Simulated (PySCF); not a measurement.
**Hg⁺ (mercury, charge +1) across methods**

[Xe] 4f14 5d10 6s1, 2S determinant. Calculation: PySCF 2.14, in aug-cc-pwCVDZ-PP with ECP60MDF (6s6p5d3f, 70 functions); scalar relativity through the core potential. The B2PLYP total includes its PT2 part (frozen core); its orbital energies are those of the SCF part.

```csv
method,E (hartree),mean ε 5d α (eV),mean ε 5d β (eV),mean ε 6s α (eV),Σ⟨r²⟩ (bohr²),⟨S²⟩
UHF,-152.22788,-25.405,-25.075,-17.383,42.18,0.752
BLYP,-153.1082,-18.831,-18.552,-14.962,42.45,0.750
PBE,-153.1583,-18.996,-18.664,-15.038,42.29,0.751
r2SCANh,-153.1701,-20.072,-19.674,-15.652,41.90,0.752
PBE0,-153.1273,-20.841,-20.504,-15.832,42.10,0.751
B2PLYP,-152.9282,-22.515,-22.203,-16.442,42.20,0.751
r2SCAN,-153.1909,-19.374,-18.963,-15.335,41.93,0.752
HSE06,-153.1243,-20.417,-20.090,-15.449,42.13,0.751
LDA,-152.8888,-19.183,-18.885,-15.393,42.41,0.750
```

Energies and moments cover only the electrons outside the core potential. Spin-orbit coupling, which splits the p, d and f shells strongly at this Z, is absent.
